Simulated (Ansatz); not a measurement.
Isolated molecules relaxed with PBE0-D4/def2-TZVP in Ansatz; ΔE leaves out vibrations. CCSD(T)/CBS adds triple-zeta CCSD(T) − MP2 to the extrapolated MP2 energy (def2 sets, frozen cores). DFT in def2-TZVPP. For Ge outer-core shells are correlated without core-valence functions, which leaves a few kJ/mol of doubt a bond. Scalar relativity is left out up to krypton. Each species was taken in one conformer, which may not be the lowest.

Consider the substitution at a C–O bond: `C[O][Ge][Cl]` + `B1CN[SiH2]1` → `CN1CB[SiH2]1` + `[OH][Ge][Cl]`.

`C[O][Ge][Cl]`:

```xyz
7

C    -0.220    0.832    0.046
O    -0.914   -0.378    0.254
Ge   -0.424   -2.067    0.148
Cl    1.705   -1.869   -0.431
H    -0.717    1.396   -0.747
H     0.823    0.663   -0.235
H    -0.252    1.423    0.965
```

`B1CN[SiH2]1`:

Cartesian coordinates in Å:
```
B -0.023 -0.673 1.075
C 0.570 0.727 0.647
N 0.145 0.720 -0.756
Si -0.666 -0.802 -0.837
H 0.021 -1.208 2.138
H 0.151 1.552 1.247
H 1.663 0.773 0.793
H 0.352 1.484 -1.375
H -0.086 -1.814 -1.773
H -2.127 -0.759 -1.157
```

`CN1CB[SiH2]1`:

Z-matrix (Å, degrees):
```
C
N 1 1.428
H 1 1.100 2 111.9
H 1 1.100 2 111.8 3 -120.4
H 1 1.092 2 110.3 3 119.9
C 2 1.464 1 121.0 3 60.4
Si 2 1.729 1 138.7 3 -118.1
B 6 1.578 2 98.6 1 -179.6
H 6 1.106 2 113.6 1 -60.0
H 6 1.106 2 113.6 1 60.6
H 7 1.498 2 116.0 1 61.4
H 7 1.498 2 115.9 1 -62.6
H 8 1.190 6 128.9 2 -179.6
```

`[OH][Ge][Cl]`:

```xyz
4

O     0.768   -0.294   -0.812
Ge   -0.523   -1.056    0.132
Cl   -1.154    0.708    1.308
H     0.908    0.642   -0.628
```

```csv
species,r2SCAN energy (Eh)
`C[O][Ge][Cl]`,-2652.36045
`B1CN[SiH2]1`,-410.71442
`CN1CB[SiH2]1`,-450.00970
`[OH][Ge][Cl]`,-2613.07717
```

Question: Work out ΔE.

Answer: ΔE = (-450.00970) + (-2613.07717) − (-2652.36045) − (-410.71442) = -0.01200 Eh = -0.33 eV. CCSD(T)/CBS gives -0.33 eV.

Largest T1 diagnostic among the species: 0.015.

In def2-TZVPP, CCSD(T) changes the Hartree–Fock value by −0.06 eV (the triples alone add −0.00 eV) and MP2 by −0.09 eV.
